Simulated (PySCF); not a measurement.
Compound: H4O3SiTe.
Bonds: O1–Si2, Si2–O3, Si2–O4, Si2–Te5. Hydrogens: H6 on O1; H7 on O3; H8 on O4; H9 on Te5.

The calculation used PBE0-D3(BJ)/def2-SVP geometry optimisation, gas phase, def2 core potentials past Kr (PySCF).

**Question.** How far are the bound atoms from Te5?

**Answer.** 2 atoms: H9 1.662 Å, Si2 2.492 Å. The nearest atom not counted as bound is O4, at 3.35 Å.

**Question.** What is the shape at Te5?

**Answer.** Bent: angle 91.1°.

**Question.** What are the other bond lengths?

**Answer.** O1–Si2, Si2–O3, Si2–O4 1.650 Å; O1–H6, O3–H7, O4–H8 0.963 Å.

**Question.** Give some angles away from the centre.

**Answer.** O1–Si2–O3 105.8°, O1–Si2–O4 106.7°, O1–Si2–Te5 116.1°, O3–Si2–O4 115.3°, O3–Si2–Te5 107.4°, O4–Si2–Te5 105.9°.

Charge 0, singlet. Stationary, but not proved a minimum.

Conformer computed: `[OH:1][Si:2]([OH:3])([OH:4])[TeH:5]`: H–O1–Si2–O3 178°, H–O3–Si2–O1 -25°, H–O4–Si2–O1 -179°.

One conformer stands for the species.
